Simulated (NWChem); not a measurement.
Species: TlCl; SMILES [Cl][Tl]

Computed with NWChem. Geometry: optimised at PBE0/def2-SVP. def2 effective core potentials on Tl; no spin-orbit coupling. Vertical excitations in the gas phase.

Task: Estimate the computed values for PBE/def2-SVPD, TDA. Quantities: lowest excitation, singlet (eV); lowest state with f > 0.02, singlet (eV); orbital gap (eV).

Result: 
| Property | Value |
|---|---|
| lowest excitation, singlet (eV) | 4.16 |
| lowest state with f > 0.02, singlet (eV) | 4.35 |
| orbital gap (eV) | 4.07 |
